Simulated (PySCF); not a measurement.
Species: C6H12F (doublet state).
Geometry (GFN2-xTB, Å), atoms numbered from 1 in this order:
```
atom  x, y, z in Å
C1    -1.2081    1.1757   -0.6306
C2    -0.8525    0.1769    0.3879
C3    -1.6754   -1.1049    0.2327
C4     0.6821   -0.1397    0.3764
C5     1.1334   -0.8513   -0.8911
C6     1.5009    1.1206    0.6299
F7     0.9191   -1.0021    1.4490
H8    -1.5543    0.8655   -1.5972
H9    -1.1204    2.2255   -0.4323
H10   -1.0359    0.5904    1.3885
H11   -1.3142   -1.8710    0.9141
H12   -1.6239   -1.4804   -0.7860
H13   -2.7170   -0.8973    0.4663
H14    0.8592   -0.2599   -1.7596
H15    2.2131   -0.9816   -0.8730
H16    0.6733   -1.8328   -0.9606
H17    2.5475    0.8554    0.7630
H18    1.4079    1.7962   -0.2148
H19    1.1552    1.6238    1.5298
```

The hyperfine couplings belong to this conformer and change with its torsions.

As a line formula: `[CH2][C@@H](C)C(C)(C)F` [radical].

The calculation used UKS B3LYP, pcH-1 on C F H, non-relativistic, mean-field spin-orbit, GIAO (PySCF). The structure is a single GFN2-xTB conformer in the gas phase; no vibrational or solvent corrections. Couplings are sensitive to structure, and on GFN2-xTB geometries they can be far from those on DFT ones. Stability of the SCF solution: not tested.

Principal values of hyperfine tensors in MHz (contact and dipolar terms together), for some of the nuclei:

```
atom  isotope       A1      A2      A3
  C1      13C     6.81    7.57  248.20
  C4      13C    74.75   75.46   94.50
  H8       1H  -102.72  -63.47  -24.40
 H10       1H    40.99   41.43   54.93
  C2      13C   -35.29  -33.18  -31.02
  C3      13C    13.39   13.48   19.71
  F7      19F   -13.05   -9.27   49.10
 H11       1H     3.67    4.43    9.44
```

Split each tensor into its isotropic and traceless parts, and turn a_iso into mT with g = 2.0027.

a_iso is a third of the trace, T = A − a_iso, and a(mT) = a(MHz)/(g × 13.996).

| atom | a_iso (MHz) | a_iso (mT) | T1 | T2 | T3 |
| --- | --- | --- | --- | --- | --- |
| C1 | 87.53 | 3.123 | -80.71 | -79.96 | 160.67 |
| C4 | 81.57 | 2.910 | -6.82 | -6.11 | 12.93 |
| H8 | -63.53 | -2.266 | -39.19 | 0.06 | 39.12 |
| H10 | 45.78 | 1.633 | -4.80 | -4.35 | 9.14 |
| C2 | -33.16 | -1.183 | -2.13 | -0.01 | 2.14 |
| C3 | 15.52 | 0.554 | -2.14 | -2.05 | 4.19 |
| F7 | 8.93 | 0.318 | -21.98 | -18.19 | 40.17 |
| H11 | 5.85 | 0.209 | -2.18 | -1.42 | 3.59 |

What spin density at the nucleus of C4 lies behind its contact coupling (g_N = 1.40482)?

a_FC = (2μ0/3) gₑ μB g_N μN ρ(0)/(2S·h) = 800.24 MHz × g_N × ρ(0)/(2S), with ρ in bohr⁻³. With a_FC = 81.57 MHz and 2S = 1, ρ(0) = 0.07256 bohr⁻³.

H9 (1H, g_N = 5.58569) isn't in the table. Its spin density at the nucleus is -0.01412 bohr⁻³. What is its contact coupling?

By the same relation, a_FC = -63.1 MHz. Its full tensor has the principal values -102.21, -63.23, -23.91 MHz.

Which nucleus of the table has the largest anisotropic coupling, and what is its form?

C1: -80.7, -80.0, 160.7 MHz, axial, in the ratio −1:−1:+2, the form that spin in one p orbital centred on that nucleus gives.

What first-order splitting does C1 cause when the field lies along A1, A2 or A3 of its tensor (g taken as isotropic, no quadrupole term)?

2 lines (I = 1/2), spaced by |A_i|/(g × 13.996): 0.24, 0.27, 8.85 mT along the axes of A1, A2 and A3.
